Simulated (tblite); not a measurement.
A geometry optimisation, step by step.

Species: C8H12Ge.
Atom-mapped SMILES: `[CH2:1]=[CH:2][C:3]1=[CH:4][C:5]([GeH3:6])=[CH:7][CH2:8][CH2:9]1` (hydrogens: H10, H11 on C1; H12 on C2; H13 on C4; H14, H15, H16 on Ge6; H17 on C7; H18, H19 on C8; H20, H21 on C9)

Computed with GFN2-xTB (tblite), gas phase: L-BFGS steps from a force-field or distance-geometry start until the largest atomic force falls under 0.01 eV/Å. 4 of its 120 geometries are shown.

Step 0: E = -682.7619 eV, largest atomic force 1.271 eV/Å
```
atom  x, y, z in Å  |  force x, y, z in eV/Å
C1     -3.217   -1.181   -0.500   -0.961   0.133  -0.197
C2     -1.963   -1.495   -0.251    1.117   0.516   0.318
C3     -0.877   -0.502   -0.021   -1.116  -0.300  -0.304
C4      0.396   -0.883   -0.132    0.843   0.325   0.449
C5      1.505    0.069    0.040   -0.688  -0.327  -0.362
Ge6     3.274   -0.438   -0.511    0.853  -0.287  -0.048
C7      1.271    1.313    0.470   -0.288  -0.148   0.314
C8     -0.087    1.694    0.982   -0.248   0.190  -0.143
C9     -1.197    0.969    0.191   -0.366   0.158   0.228
H10    -3.559   -0.152   -0.574    0.026  -0.338   0.033
H11    -3.959   -1.962   -0.660    0.173   0.379   0.024
H12    -1.704   -2.556   -0.219    0.248   0.414   0.030
H13     0.631   -1.922   -0.340    0.146   0.124   0.043
H14     3.464   -1.966   -0.320    0.018   0.661  -0.154
H15     4.318    0.326    0.359   -0.419  -0.392  -0.508
H16     3.481   -0.073   -1.988    0.098  -0.201   0.461
H17     2.079    2.031    0.551   -0.076  -0.051   0.092
H18    -0.165    1.399    2.050    0.112   0.206  -0.403
H19    -0.229    2.793    0.907   -0.001  -0.569   0.139
H20    -2.145    1.089    0.763    0.492  -0.141  -0.457
H21    -1.327    1.465   -0.798    0.036  -0.351   0.444
```

Step 40: E = -682.9748 eV, largest atomic force 0.046 eV/Å
```
atom  x, y, z in Å  |  force x, y, z in eV/Å
C1     -3.223   -1.168   -0.440   -0.015  -0.001  -0.003
C2     -1.930   -1.441   -0.284   -0.006  -0.017   0.006
C3     -0.873   -0.481   -0.059   -0.006   0.025   0.004
C4      0.419   -0.857   -0.100   -0.012   0.001   0.009
C5      1.502    0.090    0.051    0.003   0.015  -0.012
Ge6     3.280   -0.456   -0.530    0.026  -0.007   0.010
C7      1.243    1.303    0.554   -0.002   0.005   0.002
C8     -0.141    1.678    0.990    0.012  -0.005   0.007
C9     -1.197    0.978    0.134    0.017   0.030   0.007
H10    -3.612   -0.166   -0.413   -0.032   0.021  -0.001
H11    -3.941   -1.949   -0.616   -0.024  -0.016  -0.006
H12    -1.604   -2.471   -0.341    0.030  -0.034  -0.006
H13     0.686   -1.891   -0.277   -0.005  -0.009  -0.005
H14     3.474   -1.920   -0.292    0.013   0.002   0.009
H15     4.360    0.294    0.179   -0.008   0.014  -0.001
H16     3.472   -0.233   -1.998    0.003  -0.006  -0.009
H17     2.034    2.024    0.713    0.001  -0.010  -0.006
H18    -0.264    1.380    2.039    0.001   0.005  -0.005
H19    -0.279    2.760    0.939    0.009  -0.025   0.011
H20    -2.173    1.094    0.605    0.008   0.008  -0.013
H21    -1.241    1.450   -0.855   -0.014   0.004   0.003
```

Step 79: E = -682.9825 eV, largest atomic force 0.017 eV/Å
```
atom  x, y, z in Å  |  force x, y, z in eV/Å
C1     -3.253   -1.158   -0.390   -0.002   0.000  -0.014
C2     -1.949   -1.420   -0.338    0.011   0.005   0.004
C3     -0.884   -0.466   -0.117    0.008  -0.009  -0.004
C4      0.406   -0.852   -0.168    0.011   0.002   0.007
C5      1.497    0.080    0.020   -0.003  -0.005  -0.007
Ge6     3.296   -0.446   -0.515   -0.009  -0.004   0.004
C7      1.244    1.273    0.572    0.005  -0.006   0.003
C8     -0.139    1.637    1.013   -0.002   0.007   0.003
C9     -1.183    0.996    0.102   -0.010  -0.005  -0.005
H10    -3.655   -0.166   -0.277   -0.008  -0.007   0.000
H11    -3.973   -1.940   -0.560    0.001   0.000  -0.006
H12    -1.615   -2.442   -0.472   -0.002   0.005   0.003
H13     0.664   -1.886   -0.367   -0.003   0.008   0.000
H14     3.629   -1.817   -0.015    0.000   0.000   0.003
H15     4.305    0.516    0.022    0.007   0.002  -0.005
H16     3.452   -0.491   -2.003   -0.008  -0.006  -0.002
H17     2.041    1.978    0.765    0.008   0.005   0.001
H18    -0.279    1.278    2.041   -0.002  -0.003   0.011
H19    -0.268    2.720    1.027    0.005   0.014  -0.005
H20    -2.173    1.132    0.534   -0.003  -0.010   0.014
H21    -1.174    1.493   -0.875   -0.002   0.007  -0.006
```

Step 119: E = -682.9863 eV, largest atomic force 0.009 eV/Å
```
atom  x, y, z in Å  |  force x, y, z in eV/Å
C1     -3.243   -1.150   -0.453    0.002   0.003  -0.006
C2     -1.941   -1.413   -0.364    0.001  -0.003  -0.003
C3     -0.881   -0.464   -0.101   -0.001   0.003  -0.004
C4      0.409   -0.843   -0.171   -0.003   0.001   0.003
C5      1.499    0.089    0.021    0.004  -0.001   0.004
Ge6     3.289   -0.457   -0.518    0.001   0.005  -0.001
C7      1.249    1.281    0.578    0.002  -0.001   0.002
C8     -0.129    1.642    1.039    0.004  -0.003   0.002
C9     -1.196    0.986    0.163    0.000   0.004   0.002
H10    -3.650   -0.161   -0.327    0.002  -0.002  -0.003
H11    -3.956   -1.928   -0.667    0.002   0.004   0.008
H12    -1.604   -2.433   -0.515    0.002  -0.001   0.001
H13     0.668   -1.868   -0.404    0.000  -0.003   0.006
H14     3.693   -1.725    0.167    0.002  -0.006   0.003
H15     4.294    0.598   -0.186   -0.002   0.001  -0.003
H16     3.365   -0.736   -1.986   -0.002   0.002  -0.003
H17     2.047    1.987    0.763   -0.003   0.000  -0.003
H18    -0.243    1.299    2.076   -0.001  -0.003  -0.001
H19    -0.262    2.726    1.040    0.002  -0.005  -0.001
H20    -2.167    1.086    0.647   -0.008  -0.001  -0.001
H21    -1.250    1.502   -0.803   -0.002   0.005  -0.001
```

Task: Summarise the path.

Result: The energy falls by 5.17 kcal/mol from step 0 to step 119; nine tenths of that is first reached at step 14. It falls at every step. The largest force goes from 1.271 to 0.009 eV/Å. Among the bonds Ge6–H15 changes most, from 1.558 to 1.494 Å; the atoms move by 0.270 Å rms after alignment.

What follows is the cost of the whole relaxation. On an Arm Neoverse V2 with one thread, on a shared host, this took 0.81 s.
